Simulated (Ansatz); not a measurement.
Species: AlCl, charge -1, multiplicity 2. 
Geometry from a B3LYP-D3(BJ)/def2-TZVP (Ansatz, an electronic-structure program) optimisation:
```
Al
Cl 1 2.3421
```
Charge -1, spin multiplicity 2.

Basis-set convergence of Hartree-Fock and MP2 correlation energies (hartree) with Ansatz. Cores are frozen in the correlated levels unless marked. Open shells are spin-unrestricted. Spin-orbit coupling is left out. Non-relativistic. This anion needs diffuse functions, which these sets lack.

```json
[
 {"basis": "def2-SVP", "functions": "36", "E(HF)": "-701.23304", "E(corr, MP2)": "-0.17206"},
 {"basis": "def2-TZVPP", "functions": "84", "E(HF)": "-701.48414", "E(corr, MP2)": "-0.24722"},
 {"basis": "def2-QZVPP", "functions": "140", "E(HF)": "…", "E(corr, MP2)": "…"}
]
```

Some entries are withheld; supply them.


- def2-QZVPP, E(HF): -701.50827
- def2-QZVPP, E(corr, MP2): -0.27376
